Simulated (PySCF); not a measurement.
## Arsenic: a sound run and one with changed settings

Sound run: As(2+) [Ar] 3d10 4s2 4p1, As(3+) [Ar] 3d10 4s2. Calculation: PySCF 2.14, in cc-pVTZ-DK (6s5p3d1f, 43 functions); scalar relativity by spin-free X2C-1e. The sound run starts from symmetry-adapted Hartree-Fock orbitals and uses a fine grid where one is needed.

Changed run: 6 angular points. This setting is unsound on purpose.

```csv
species,method,sound run (hartree),changed run (hartree),converged
As(2+),UHF,-2258.00776,-2258.00776,yes
As(2+),PBE0,-2259.39353,-2260.46744,yes
As(2+),M06-L,-2259.59953,-2262.16778,no
As(3+),UHF,-2256.99762,-2256.99762,yes
As(3+),PBE0,-2258.36032,-2259.10340,yes
As(3+),M06-L,-2258.57670,-2260.53048,yes
```

Ionisation energy of As(2+):

```tsv
method	sound run (eV)	changed run (eV)
UHF	27.487	27.487
```

A coarse angular grid integrates products of high-l functions wrongly, so density functionals can shift, and the SCF can exploit the error; Hartree-Fock and MP2 need no grid.

For comparison, NIST gives 28.349 ± 0.012 eV between the lowest levels.
